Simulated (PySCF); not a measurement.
Al(GeH3)(OH)(OMe), CH7AlGeO2, SMILES C[O][Al]([OH])[GeH3], CAM-B3LYP/def2-SVP optimised geometry. Atoms within 1.6 Å of the plane z = 0.0 Å (x, y, z in Å): Al1 (-0.07, -0.57, 0.00), Ge2 (2.37, -0.57, 0.00), H3 (2.94, 0.33, 1.10), H4 (2.96, -1.98, 0.22), H5 (2.93, -0.05, -1.33), O6 (-0.88, -2.06, -0.01), H7 (-1.82, -2.26, -0.02), O8 (-0.87, 0.91, 0.00), C9 (-2.08, 1.59, -0.01), H10 (-2.19, 2.21, 0.89), H11 (-2.15, 2.26, -0.88), H12 (-2.96, 0.91, -0.05).

Level of theory: PySCF 2.14.0 with CAM-B3LYP/def2-TZVP. Cells within 0.4 Å of a nucleus heavier than hydrogen are left out (blank, or x).

Map of the electrostatic potential (hartree/e), clipped to [-0.08, 0.12] on the plane z = 0.0 Å:

```
|333333333333333333333333333|
|333333333333333333333333333|
|333333333333333333333333333|
|333333333333333333333333333|
|334444443333333333333333333|
|344444444433222233333333333|
|444445688643222223333333333|
|444457999973111223333333333|
|44445999x995101223333333333|
|4445799xx999811233443333333|
|4446999999xx963445555433333|
|4446999999xx999767999743333|
|444699987999999999999974333|
|444566655799999999999996433|
|444455555899xx99999xx998433|
|444455555899xx99999xx998433|
|444455566799999999999996433|
|444556799999999999999995333|
|4445569999xx999766899994333|
|4445579999xx963444479994333|
|444556999999711223346753333|
|444455789642000122233333333|
|444445555320001122223333333|
|444444444321111222223333333|
|444444443322222222233333333|
|334444333322222222333333333|
|333333333332222223333333333|
```
Scale: ten equal steps from -0.068 (start of '0') to 0.120 (end of '9'), in the order '0123456789'; x runs from -5.00 to 5.00, y from -5.00 (bottom) to 5.00 (top).
